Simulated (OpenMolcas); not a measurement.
# Nb4+: moving or changing the point charges

Nb4+ among 2 point charges of -2 e arranged as a linear pair (D∞h), 2.09 Å from the ion.

```yaml
Program: OpenMolcas
Method: "SS-CASPT2, IPEA 0.25 Eh, imaginary shift 0.1 Eh (closed shells correlated: 4s 4p)"
Basis: ANO-RCC-VTZP [7s6p4d2f1g]
Scalar_Hamiltonian: DKH2, point nucleus
Active_space: 1 electron in 5 orbitals (4d)
State_averaging: 2S+1 = 2 even, 5 roots
Spin-orbit_coupling: state interaction with AMFI integrals over the reference wave functions
```

Runs around this geometry, states (labels by Λ). Energies in cm-1 above the lowest state or level, χT in cm3 K/mol.

```
R (Å)  q (e)  Ground state  First state of that spin  First gap with spin-orbit (degeneracies)  χT at 300 K
 2.09     -1            2Δ                   2Π 6980                               1490 (2, 2)        0.197
 1.91     -2            2Δ                  2Π 17590                               1370 (2, 2)        0.202
 2.09     -2            2Δ                  2Π 14070                               1410 (2, 2)        0.200
 2.28     -2            2Δ                  2Π 11240                               1440 (2, 2)        0.199
```

Taking the first state of the same spin as R^-n, n = -ln(11240 / 17590) / ln(2.28 / 1.91) = 2.5 between the shortest and longest distance.

Scaling the charges by -1 / -2 = 0.50 scales the first state of the same spin by 6980 / 14070 = 0.50; with fixed orbitals a first-order splitting would follow the charge.

Free-ion shares, where given, are those of the reference states; single-state CASPT2 does not remix them. Point charges carry no covalency, so the field is a model and not that of real ligands. No measured value stands beside these numbers.
